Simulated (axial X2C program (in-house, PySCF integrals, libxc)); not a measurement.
# Density and ELF of AlPt

Calculated with an axial X2C code built on PySCF integrals. Two-component (2c) means X2C with spin–orbit coupling and atomic mean-field two-electron Coulomb and Gaunt terms. Basis: Pt dyall-cv3z [13s14p9d6f4g], Al dyall-v3z [8s8p2d1f] (cores contracted in-house); Gaussian nuclei, density fitting, unrestricted open shells. Masses: Pt 194.965 u, Al 26.982 u.

PBE0, two-component, state Ω = 5/2 (⟨Sz⟩ = 0.50, ⟨Lz⟩ = 2.00 at PBE0); Pt at z = 0, Al at z = 2.359 Å.

The maps cover the half plane through the axis: z from -2.4 to 4.2 Å along the bond, ρ from 0.15 to 2.25 Å away from it.

log10 of the density in e/bohr³:

```
 ρ\z  -2.4  -1.8  -1.2  -0.6   0.0   0.6   1.2   1.8   2.4   3.0   3.6   4.2
0.15  -3.1  -2.3  -1.4   0.0   1.9   0.0  -1.1  -0.8   1.0  -1.0  -1.6  -2.2
0.45  -3.2  -2.4  -1.5  -0.4   0.4  -0.4  -1.2  -1.2  -0.2  -1.3  -1.7  -2.3
0.75  -3.3  -2.5  -1.7  -0.9  -0.4  -0.8  -1.4  -1.5  -1.3  -1.5  -1.9  -2.4
1.05  -3.4  -2.7  -2.0  -1.3  -1.0  -1.3  -1.6  -1.8  -1.7  -1.7  -2.1  -2.6
1.35  -3.6  -2.9  -2.3  -1.8  -1.6  -1.7  -1.9  -2.0  -2.0  -2.0  -2.3  -2.8
1.65  -3.7  -3.1  -2.6  -2.2  -2.0  -2.1  -2.3  -2.4  -2.3  -2.3  -2.6  -3.0
1.95  -4.0  -3.4  -2.9  -2.6  -2.4  -2.5  -2.7  -2.7  -2.7  -2.7  -2.9  -3.3
2.25  -4.2  -3.7  -3.3  -3.0  -2.8  -2.9  -3.0  -3.1  -3.1  -3.1  -3.3  -3.6
```

Electron localisation function (collinear form, no current term, damped to 0 at low density):

```
 ρ\z  -2.4  -1.8  -1.2  -0.6   0.0   0.6   1.2   1.8   2.4   3.0   3.6   4.2
0.15  0.09  0.16  0.26  0.65  0.32  0.61  0.52  0.19  0.42  0.09  0.99  1.00
0.45  0.09  0.16  0.26  0.58  0.40  0.55  0.54  0.06  0.73  0.10  0.99  1.00
0.75  0.07  0.17  0.26  0.41  0.54  0.42  0.56  0.18  0.06  0.61  1.00  0.99
1.05  0.05  0.17  0.26  0.33  0.36  0.38  0.52  0.41  0.46  0.96  1.00  0.98
1.35  0.03  0.15  0.25  0.31  0.33  0.39  0.41  0.34  0.73  0.98  0.99  0.94
1.65  0.01  0.11  0.23  0.29  0.32  0.35  0.27  0.20  0.60  0.94  0.96  0.78
1.95  0.00  0.05  0.18  0.25  0.27  0.26  0.14  0.08  0.34  0.79  0.81  0.35
2.25  0.00  0.01  0.09  0.17  0.19  0.15  0.05  0.03  0.12  0.41  0.36  0.06
```

Axial spin density in 10⁻³ e/bohr³:

```
 ρ\z  -2.4  -1.8  -1.2  -0.6    0.0  0.6   1.2   1.8   2.4   3.0   3.6   4.2
0.15   0.0   0.1   0.2   0.2  161.4  0.6  -1.3  -0.3  -1.9  -0.3  -0.4  -0.1
0.45   0.0   0.1   0.4   8.3   70.0  7.6  -1.1  -0.5   0.0  -0.3  -0.3  -0.1
0.75   0.0   0.1   0.5   9.7   55.0  8.6  -0.7  -0.5  -0.1  -0.2  -0.2  -0.1
1.05   0.0   0.0   0.4   4.9   16.0  4.2  -0.3  -0.4  -0.1  -0.1  -0.1  -0.1
1.35   0.0   0.0   0.2   1.8    4.2  1.5  -0.2  -0.2  -0.1  -0.1  -0.1   0.0
1.65   0.0   0.0   0.1   0.6    1.1  0.4  -0.1  -0.1  -0.1   0.0   0.0   0.0
1.95   0.0   0.0   0.0   0.2    0.3  0.1  -0.1  -0.1   0.0   0.0   0.0   0.0
2.25   0.0   0.0   0.0   0.0    0.1  0.0   0.0   0.0   0.0   0.0   0.0   0.0
```

Density functionals use the spin component along the axis (collinear). The functionals have no current-density term, which raises determinants with orbital currents, atoms included. The state is one determinant with fixed occupations, lowest in a PBE0 search at one distance only: followed along the bond, the 2c determinant Ω = 1/2 reaches 0.12 eV lower at PBE0, at Re = 2.197 Å, so the state shown is not the lowest. The lowest spin-free determinant has another configuration (M_S = 1/2, Λ = 0), so the order of states is uncertain and this need not be the ground state.
